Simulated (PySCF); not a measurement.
Record of a relaxation.

Species: MnBr₂ (sextet state).
Bonds: Mn1–Br2, Mn1–Br3.

Method: PySCF, PBE0-D3(BJ)/def2-SVP geometry optimisation, gas phase; unrestricted, density fitting, grid level 1; the optimiser is geomeTRIC in internal coordinates, started from a GFN2-xTB structure with every atom displaced at random (about 0.03 Å). The frame can shift and turn from step to step; on so coarse a grid that alone can change the energy by a few meV, and forces under 0.02 eV/Å are noise.

Step 0: E = -171373.3658 eV, largest atomic force 3.313 eV/Å
```
atom  x, y, z in Å  |  force x, y, z in eV/Å
Mn1    -0.393   -0.339    0.000   -1.122  -0.908  -0.895
Br2     0.171    0.086    2.024    0.667   0.510   3.205
Br3     0.206    0.156   -2.043    0.455   0.398  -2.309
```

Step 1: E = -171373.7835 eV, largest atomic force 1.015 eV/Å
```
atom  x, y, z in Å  |  force x, y, z in eV/Å
Mn1    -0.376   -0.325   -0.009   -0.085  -0.093  -0.252
Br2     0.162    0.078    2.149    0.064   0.052   1.012
Br3     0.197    0.150   -2.160    0.022   0.040  -0.760
```

Step 2: E = -171373.8815 eV, largest atomic force 0.275 eV/Å
```
atom  x, y, z in Å  |  force x, y, z in eV/Å
Mn1    -0.324   -0.285   -0.012    0.214   0.155  -0.074
Br2     0.132    0.052    2.234   -0.107  -0.080   0.223
Br3     0.176    0.136   -2.241   -0.107  -0.075  -0.149
```

Step 3: E = -171373.9250 eV, largest atomic force 0.342 eV/Å
```
atom  x, y, z in Å  |  force x, y, z in eV/Å
Mn1    -0.246   -0.223   -0.016    0.270   0.205   0.047
Br2     0.082    0.011    2.302   -0.134  -0.093  -0.244
Br3     0.147    0.115   -2.307   -0.137  -0.112   0.197
```

Step 4: E = -171373.9531 eV, largest atomic force 0.423 eV/Å
```
atom  x, y, z in Å  |  force x, y, z in eV/Å
Mn1    -0.161   -0.156   -0.015    0.185   0.141   0.110
Br2     0.036   -0.019    2.338   -0.085  -0.060  -0.410
Br3     0.108    0.078   -2.343   -0.099  -0.080   0.300
```

Step 5: E = -171373.9771 eV, largest atomic force 0.319 eV/Å
```
atom  x, y, z in Å  |  force x, y, z in eV/Å
Mn1    -0.067   -0.082   -0.012    0.059   0.046   0.130
Br2    -0.005   -0.047    2.345   -0.032  -0.026  -0.316
Br3     0.056    0.032   -2.352   -0.027  -0.019   0.186
```

Step 6: E = -171373.9856 eV, largest atomic force 0.115 eV/Å
```
atom  x, y, z in Å  |  force x, y, z in eV/Å
Mn1    -0.010   -0.037   -0.009    0.002   0.002   0.081
Br2    -0.038   -0.075    2.331   -0.008  -0.009  -0.114
Br3     0.032    0.014   -2.342    0.005   0.007   0.033
```

Step 7: E = -171373.9866 eV, largest atomic force 0.024 eV/Å
```
atom  x, y, z in Å  |  force x, y, z in eV/Å
Mn1    -0.005   -0.032   -0.007   -0.001  -0.001   0.024
Br2    -0.050   -0.088    2.324   -0.009  -0.011  -0.019
Br3     0.039    0.023   -2.337    0.010   0.011  -0.005
```

Step 8: E = -171373.9868 eV, largest atomic force 0.058 eV/Å
```
atom  x, y, z in Å  |  force x, y, z in eV/Å
Mn1    -0.006   -0.032   -0.006    0.001   0.001  -0.033
Br2    -0.067   -0.108    2.319   -0.015  -0.016   0.053
Br3     0.056    0.043   -2.333    0.014   0.015  -0.021
```

Step 9: E = -171373.9734 eV, largest atomic force 0.552 eV/Å
```
atom  x, y, z in Å  |  force x, y, z in eV/Å
Mn1    -0.009   -0.032    0.004    0.042   0.047  -0.428
Br2    -0.221   -0.289    2.266   -0.062  -0.060   0.545
Br3     0.214    0.223   -2.290    0.020   0.012  -0.117
```

Step 10: E = -171373.9843 eV, largest atomic force 0.279 eV/Å
```
atom  x, y, z in Å  |  force x, y, z in eV/Å
Mn1    -0.007   -0.032   -0.001    0.014   0.015  -0.220
Br2    -0.145   -0.200    2.296   -0.036  -0.035   0.274
Br3     0.136    0.134   -2.315    0.022   0.020  -0.055
```

Step 11: E = -171373.9866 eV, largest atomic force 0.158 eV/Å
```
atom  x, y, z in Å  |  force x, y, z in eV/Å
Mn1    -0.006   -0.032   -0.003    0.007   0.007  -0.124
Br2    -0.124   -0.176    2.306   -0.028  -0.027   0.153
Br3     0.114    0.111   -2.323    0.021   0.020  -0.029
```

Step 12: E = -171373.9874 eV, largest atomic force 0.027 eV/Å
```
atom  x, y, z in Å  |  force x, y, z in eV/Å
Mn1    -0.006   -0.032   -0.006    0.001   0.000  -0.007
Br2    -0.098   -0.146    2.318   -0.018  -0.018   0.007
Br3     0.087    0.080   -2.332    0.018   0.018   0.000
```

Step 13: E = -171373.9874 eV, largest atomic force 0.026 eV/Å
```
atom  x, y, z in Å  |  force x, y, z in eV/Å
Mn1    -0.006   -0.032   -0.007    0.000   0.000   0.000
Br2    -0.096   -0.144    2.319   -0.018  -0.018  -0.001
Br3     0.086    0.079   -2.332    0.018   0.018   0.002
```

Q: Summarise the path.

A: The energy falls by 14.33 kcal/mol from step 0 to step 13; nine tenths of that is first reached at step 4. It rises by more than 0.2 meV at step 9. The largest force goes from 3.313 to 0.026 eV/Å. Among the bonds Mn1–Br2 changes most, from 2.144 to 2.330 Å; the atoms move by 0.425 Å rms after alignment.

Q: Follow the energy, the force and the coordinates that change most from start to end.

A: 
| step | E above end (kcal/mol) | largest force (eV/Å) | Mn1–Br2 (Å) | Mn1–Br3 (Å) | Br2–Mn1–Br3 (°) |
| --- | --- | --- | --- | --- | --- |
| 0 | 14.33 | 3.313 | 2.144 | 2.186 | 139.9 |
| 1 | 4.70 | 1.015 | 2.260 | 2.277 | 143.6 |
| 2 | 2.44 | 0.275 | 2.316 | 2.323 | 149.5 |
| 3 | 1.44 | 0.342 | 2.353 | 2.349 | 157.4 |
| 4 | 0.79 | 0.423 | 2.365 | 2.355 | 165.5 |
| 5 | 0.24 | 0.319 | 2.358 | 2.346 | 174.2 |
| 6 | 0.04 | 0.115 | 2.341 | 2.334 | 179.5 |
| 7 | 0.02 | 0.024 | 2.333 | 2.331 | 180.0 |
| 8 | 0.01 | 0.058 | 2.326 | 2.329 | 180.0 |
| 9 | 0.32 | 0.552 | 2.286 | 2.319 | 179.8 |
| 10 | 0.07 | 0.279 | 2.307 | 2.325 | 179.9 |
| 11 | 0.02 | 0.158 | 2.317 | 2.327 | 179.9 |
| 12 | 0.00 | 0.027 | 2.329 | 2.330 | 180.0 |
| 13 | 0.00 | 0.026 | 2.330 | 2.330 | 180.0 |

What follows is the cost of the whole optimisation. On an Intel Xeon Platinum 8488C with one thread, on a shared host, this took 2.3 min of wall time and 0.42 GiB of memory at its peak.
